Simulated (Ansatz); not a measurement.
Calculated with Ansatz (gas phase, PBE0-D4/def2-TZVP geometries, no zero-point term in ΔE). CCSD(T)/CBS adds triple-zeta CCSD(T) − MP2 to the extrapolated MP2 energy (def2 sets, frozen cores). Functionals use def2-TZVPP. Each species was taken in one conformer, which may not be the lowest.

Consider the isomerisation: `C=C=C([SiH3])Cl` → `ClCC1=C[SiH2]1`.

```json
{"level": "ωB97M-V", "ΔE (kJ/mol)": "6.4"}
{"level": "CCSD/CBS(def2)", "ΔE (kJ/mol)": "6.4"}
```

What does CCSD(T)/CBS give? (Estimate.)

Ansatz gave: +7.6 kJ/mol. The listed levels differ from it by -1.2, -1.2 kJ/mol.

Largest T1 diagnostic among the species: 0.012.

From PBE to PBE0 (25 % exact exchange), in def2-TZVPP and without D4, ΔE moves by −11.2 kJ/mol. In def2-TZVPP, CCSD(T) changes the Hartree–Fock value by −8.1 kJ/mol (the triples alone add +1.2 kJ/mol) and MP2 by −18.1 kJ/mol.
